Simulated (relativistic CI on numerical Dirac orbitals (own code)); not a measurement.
**Tc3+ (4d4) in a crystal field**

Calculated by Dirac-Coulomb-Breit CI, orbitals from a KLI potential per configuration, model QED, valence Slater integrals scaled by 0.75, one configuration in a parametric crystal field (own radial code).

Field parameters in Wybourne normalisation: D4h B²₀ = −7Ds, B⁴₀ = 21(Dq − Dt), B⁴₄ = 21√(5/14) Dq. The field is a parameter set, without covalency.

S is read from ⟨S²⟩ = S(S + 1).

Levels (cm⁻¹, degeneracy): 0 (1), 144 (2), 4250 (1), 4264 (1), 4727 (2), 5011 (1), 5061 (1), 8339 (1), 9069 (1), 12626 (2), 13011 (1), 20293 (1).

(1) Which field gives this pattern?
A. D4h, 10Dq = 36250, Ds = -680, Dt = 510 cm⁻¹
B. D4h, 10Dq = 36250, Ds = -1090, Dt = 510 cm⁻¹
C. D4h, 10Dq = 36250, Ds = 1360, Dt = 510 cm⁻¹
D. D4h, 10Dq = 36250, Ds = 2180, Dt = 510 cm⁻¹

Answers

(1) A. D4h, 10Dq = 36250, Ds = -680, Dt = 510 cm⁻¹, ground level with S = 1.00.
